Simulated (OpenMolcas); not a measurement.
Ge I: effect of the active space

* Program: OpenMolcas 26.06
* Method: SS-CASPT2 or its RAS form, IPEA 0.25 Eh, imaginary shift 0.1 Eh
* Basis: ANO-R1
* Scalar Hamiltonian: X2C, finite nucleus
* Spin-orbit coupling: state interaction with AMFI integrals over the reference wave functions, term energies averaged over their components

A. 2 electrons in 3 orbitals (4p); 2S+1 = 3 even, 3 roots; 2S+1 = 1 even, 6 roots; closed shells correlated: 3d 4s; CASPT2 step of the order of 0.6 core-seconds
B. 4 electrons in 4 orbitals (4s 4p); 2S+1 = 3 even, 3 roots; 2S+1 = 1 even, 6 roots; 2S+1 = 5 odd, 1 root; 2S+1 = 3 odd, 5 roots; closed shells correlated: 3d; CASPT2 step roughly 1.4 core-seconds
C. 4 electrons in 9 orbitals (RAS2 4s 4p; RAS3 4d, at most 2 electrons); 2S+1 = 3 even, 3 roots; 2S+1 = 1 even, 6 roots; 2S+1 = 5 odd, 1 root; 2S+1 = 3 odd, 5 roots; closed shells correlated: 3d; CASPT2 step about 8 core-seconds

Energies in cm⁻¹ above 4s² 4p² ³P₀, the measured ground level; measured values from NIST Handbook of Basic Atomic Spectroscopic Data.

```tsv
Level	A	B	C	Measured
4s² 4p² ³P₀	0.0	0.0	0.0	0.0
4s² 4p² ³P₁	453	462	481	557
4s² 4p² ³P₂	1198	1207	1264	1410
4s² 4p² ¹D₂	8660	8380	9170	7125
4s² 4p² ¹S₀	19240	18160	19420	16367
```

Deviations, from unrounded energies. A percentage is the sum of absolute deviations over the sum of measured energies, with the sign that they share, or ± where signs differ.

```json
{"Against measurement": "mean absolute deviation (cm-1)", "Levels": "4", "A": "1200", "B": "840", "C": "1300"}
{"Against measurement": "fine structure of the ground term (%)", "Levels": "2", "A": "-16.1", "B": "-15.1", "C": "-11.3"}
{"Against measurement": "other terms of the ground configuration (%)", "Levels": "2", "A": "+18.8", "B": "+13.0", "C": "+21.7"}
```

B lies closest to measurement on these levels and C furthest from it. The largest miss of B in the table is 4s² 4p² ¹S₀, by +1800 cm-1. The ranking rests on the paired levels alone, and a cruder setting can come out closer through cancelling errors.

Among A to C the level of the table that moves most is 4s² 4p² ¹S₀, by 1300 cm-1 (lowest in B, highest in C). Moves below CASPT2's spread within the term are not significant.

Term energies are means over components that CASPT2 splits; among the terms shown or strongly mixed into the levels shown the widest spread is 94 cm-1 (4s² 4p² ¹D, A). Over all roots computed the reference weight is 0.90 to 0.96 in B; the roots of lowest weight are the least certain, and an intruder state may touch them. Some terms miss by over 15 % even with CASPT2, which points to a basis or an active space too small for the shells correlated. With the s shell closed, the reference lacks s² → p² mixing (holds for A). Active for correlation alone: 4d; no level in the range computed is led by a configuration that fills it, so any true level of that kind is missing (holds for C). Computed and measured levels are paired by configuration, term and J; levels that our copy of the source lacks, or whose pairing is in doubt (as where it misses far off the trend of its configuration), stay unpaired and out of the deviations. Only configurations of the active space appear. The table leaves out levels that lie high or whose names do not pair safely across all columns.
